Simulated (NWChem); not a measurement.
Basis-set convergence for OPb

```xyz
2

Pb     0.0000     0.0000     0.1728
O      0.0000     0.0000    -1.7711
```
Charge 0, spin multiplicity 1.

Program: NWChem. The geometry was optimised at B3LYP/def2-SVP with def2 effective core potentials on Pb, a minimum by its harmonic frequencies.

Quantity: dipole moment at the level PBE0.

Effective core potentials replace the inner electrons of Pb; spin-orbit coupling is left out. The structure started from a generated list of species.

```
basis       functions  dipole moment (D)
----------  ---------  -----------------
def2-SVP           40         (withheld)
def2-SVPD          55         (withheld)
def2-TZVP          81               4.89
def2-TZVPP         81               4.89
def2-TZVPD         96               5.03
def2-QZVP         139         (withheld)
```

Question: Complete the blanks.

Answer: 
- def2-SVP, dipole moment (D): 4.44
- def2-SVPD, dipole moment (D): 5.16
- def2-QZVP, dipole moment (D): 4.97
